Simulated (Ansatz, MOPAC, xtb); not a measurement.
The molecule MoI, multiplicity 6 (lowest of 2S+1 = 2, 4, 6, 8 at CCSD(T)/def2-TZVPP on PBE0 minima; our sources give no spin for the ground state, which may be another). No spin–orbit coupling.

Seven points along R, fitted to fifth degree in 1/R; most abundant isotopes. In def2 and cc sets the state is the lowest found near the PBE0 minimum, followed along R.

Run with Ansatz (an electronic-structure program); MOPAC for AM1, PM7 (differences of heats of formation); xtb for the GFN methods. Values without a source in brackets are computed. In def2 rows elements past Kr take small-core potentials, without spin–orbit coupling. The GFN methods have no spin term and hold the electronic entropy of 300 K.

```json
[
 {"level": "AM1", "r_e (Å)": "2.526", "ω_e (cm⁻¹)": "320", "ω_e x_e (cm⁻¹)": "0.42", "B_e (cm⁻¹)": "0.0478", "dipole (D)": "-"},
 {"level": "PM7", "r_e (Å)": "2.723", "ω_e (cm⁻¹)": "272", "ω_e x_e (cm⁻¹)": "0.92", "B_e (cm⁻¹)": "0.0411", "dipole (D)": "-"},
 {"level": "GFN1-xTB", "r_e (Å)": "2.590", "ω_e (cm⁻¹)": "309", "ω_e x_e (cm⁻¹)": "0.76", "B_e (cm⁻¹)": "0.0455", "dipole (D)": "-"},
 {"level": "GFN2-xTB", "r_e (Å)": "2.538", "ω_e (cm⁻¹)": "306", "ω_e x_e (cm⁻¹)": "0.74", "B_e (cm⁻¹)": "0.0474", "dipole (D)": "-"},
 {"level": "SVWN5/def2-TZVPP", "r_e (Å)": "2.565", "ω_e (cm⁻¹)": "234", "ω_e x_e (cm⁻¹)": "0.54", "B_e (cm⁻¹)": "0.0464", "dipole (D)": "3.45"},
 {"level": "PBE/def2-TZVPP", "r_e (Å)": "2.619", "ω_e (cm⁻¹)": "216", "ω_e x_e (cm⁻¹)": "0.53", "B_e (cm⁻¹)": "0.0445", "dipole (D)": "3.79"},
 {"level": "r2SCAN/def2-TZVPP", "r_e (Å)": "2.628", "ω_e (cm⁻¹)": "216", "ω_e x_e (cm⁻¹)": "0.52", "B_e (cm⁻¹)": "0.0442", "dipole (D)": "4.22"},
 {"level": "B97M-V/def2-TZVPP", "r_e (Å)": "2.663", "ω_e (cm⁻¹)": "204", "ω_e x_e (cm⁻¹)": "0.52", "B_e (cm⁻¹)": "0.0430", "dipole (D)": "4.56"},
 {"level": "B3LYP/def2-TZVPP", "r_e (Å)": "2.650", "ω_e (cm⁻¹)": "209", "ω_e x_e (cm⁻¹)": "0.50", "B_e (cm⁻¹)": "0.0434", "dipole (D)": "4.52"},
 {"level": "PBE0/def2-TZVPP", "r_e (Å)": "2.630", "ω_e (cm⁻¹)": "214", "ω_e x_e (cm⁻¹)": "0.51", "B_e (cm⁻¹)": "0.0441", "dipole (D)": "4.73"},
 {"level": "BHLYP/def2-TZVPP", "r_e (Å)": "2.669", "ω_e (cm⁻¹)": "205", "ω_e x_e (cm⁻¹)": "0.48", "B_e (cm⁻¹)": "0.0428", "dipole (D)": "5.61"},
 {"level": "CAM-B3LYP/def2-TZVPP", "r_e (Å)": "2.645", "ω_e (cm⁻¹)": "212", "ω_e x_e (cm⁻¹)": "0.48", "B_e (cm⁻¹)": "0.0436", "dipole (D)": "5.13"},
 {"level": "wB97X-V/def2-TZVPP", "r_e (Å)": "2.640", "ω_e (cm⁻¹)": "214", "ω_e x_e (cm⁻¹)": "0.47", "B_e (cm⁻¹)": "0.0437", "dipole (D)": "5.45"},
 {"level": "wB97M-V/def2-TZVPP", "r_e (Å)": "2.645", "ω_e (cm⁻¹)": "213", "ω_e x_e (cm⁻¹)": "0.47", "B_e (cm⁻¹)": "0.0436", "dipole (D)": "5.33"},
 {"level": "B2PLYP/def2-TZVPP", "r_e (Å)": "2.636", "ω_e (cm⁻¹)": "214", "ω_e x_e (cm⁻¹)": "0.50", "B_e (cm⁻¹)": "0.0439", "dipole (D)": "-"},
 {"level": "CCSD/def2-TZVPP", "r_e (Å)": "2.647", "ω_e (cm⁻¹)": "212", "ω_e x_e (cm⁻¹)": "0.50", "B_e (cm⁻¹)": "0.0435", "dipole (D)": "-"},
 {"level": "CCSD(T)/def2-TZVPP", "r_e (Å)": "2.633", "ω_e (cm⁻¹)": "216", "ω_e x_e (cm⁻¹)": "0.51", "B_e (cm⁻¹)": "0.0440", "dipole (D)": "-"}
]
```

Correlated levels freeze the inner cores; with def2 sets outer-core shells near the valence are correlated too. The state reached by AM1, PM7 isn't checked; PM7 holds dispersion and hydrogen-bond terms.
